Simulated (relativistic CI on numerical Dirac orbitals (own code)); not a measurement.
**d8 in a ligand field**

Computed with a parametric ligand-field model of a d^n configuration (Racah B and C, spin-orbit zeta, crystal field), exact diagonalisation.

Field parameters in Wybourne normalisation: D3d B²₀ = −7Dσ, B⁴₀ = −14Dq − 21Dτ, B⁴₃ = −14√(10/7) Dq; D4h B²₀ = −7Ds, B⁴₀ = 21(Dq − Dt), B⁴₄ = 21√(5/14) Dq; Oh B⁴₀ = 21Dq, B⁴₄ = √(5/14) B⁴₀. The field is a parameter set, without covalency.

**Question.** Ground term and bands for B = 430, C = 1990, ζ = 0 cm⁻¹, D4h, 10Dq = 16050, Ds = -1500, Dt = 640 cm⁻¹?

**Answer.** Ground term 3B1 with 2.00 electrons in the two orbitals of the cubic e set. Spin-allowed: 3E 10062 cm⁻¹ (994 nm), 3E 14144 cm⁻¹ (707 nm), 3B2 16050 cm⁻¹ (623 nm), 3A2 19359 cm⁻¹ (517 nm). Lowest spin-forbidden: 1A1 6299 cm⁻¹ (1587 nm), 1B1 7309 cm⁻¹ (1368 nm), 1A1 14036 cm⁻¹ (712 nm).

**Question.** Ground term and bands for B = 720, C = 3110, ζ = 0 cm⁻¹, Oh, 10Dq = 21050 cm⁻¹?

**Answer.** Ground term 3A2 with 2.00 electrons in the two orbitals of the cubic e set. Spin-allowed: 3T2 21050 cm⁻¹ (475 nm), 3T1 28505 cm⁻¹ (351 nm), 3T1 45445 cm⁻¹ (220 nm). Lowest spin-forbidden: 1E 11835 cm⁻¹ (845 nm), 1A1 21434 cm⁻¹ (467 nm), 1T2 32748 cm⁻¹ (305 nm). With an A2 ground term the first spin-allowed band lies at |10Dq| itself.

**Question.** Ground term and bands for B = 900, C = 4020, ζ = 0 cm⁻¹, D4h, 10Dq = 27800, Ds = -1500, Dt = -70 cm⁻¹?

**Answer.** Ground term 3B1 with 2.00 electrons in the two orbitals of the cubic e set. Spin-allowed: 3E 27433 cm⁻¹ (365 nm), 3B2 27800 cm⁻¹ (360 nm), 3E 35868 cm⁻¹ (279 nm), 3A2 42798 cm⁻¹ (234 nm). Lowest spin-forbidden: 1A1 12501 cm⁻¹ (800 nm), 1B1 15062 cm⁻¹ (664 nm), 1A1 29889 cm⁻¹ (335 nm).

**Question.** Ground term and bands for B = 780, C = 2760, ζ = 0 cm⁻¹, D3d, 10Dq = 27300, Dσ = 1070, Dτ = 60 cm⁻¹?

**Answer.** Ground term 3A2 with 2.00 electrons in the two orbitals of the cubic e set. Spin-allowed: 3A1 26436 cm⁻¹ (378 nm), 3E 27904 cm⁻¹ (358 nm), 3A2 35519 cm⁻¹ (282 nm), 3E 36460 cm⁻¹ (274 nm). Lowest spin-forbidden: 1E 11609 cm⁻¹ (861 nm), 1A1 21632 cm⁻¹ (462 nm), 1A1 37786 cm⁻¹ (265 nm).

**Question.** A d8 ion in Oh symmetry has the ground term 3A2 and bands at 1E 7449 cm⁻¹ (1342 nm), 1A1 13691 cm⁻¹ (730 nm), 3T2 14950 cm⁻¹ (669 nm), 3T1 19980 cm⁻¹ (501 nm), 1T2 22313 cm⁻¹ (448 nm), 3T1 32070 cm⁻¹ (312 nm). Which parameters reproduce them?

**Answer.** B = 480, C = 1850, ζ = 0 cm⁻¹, Oh, 10Dq = 14950 cm⁻¹.
